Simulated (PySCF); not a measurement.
CH4ClNOSi2, SMILES C1[SiH2][Si@@](N=1)(Cl)O. Coordinates come from a PBE-D3(BJ)/def2-SVP optimisation. The structure was generated by enumeration; whether it is a known compound was not checked. One conformer was computed; it need not be the lowest.

Computed equilibrium geometry at PBE-D3(BJ)/def2-SVP (PySCF confirms it by a frequency run) as a Z-matrix (one conformer of several):
```
Si
O 1 1.6655
H 2 0.9749 1 116.04
N 1 1.8152 2 115.05 3 85.43
C 4 1.2994 1 100.63 2 118.50
H 5 1.1168 4 119.76 1 179.44
Si 5 1.9476 6 128.98 4 -179.39
H 7 1.5079 5 116.75 6 -63.78
H 7 1.5080 8 108.61 5 -132.40
Cl 1 2.0857 2 109.38 3 -37.40
```
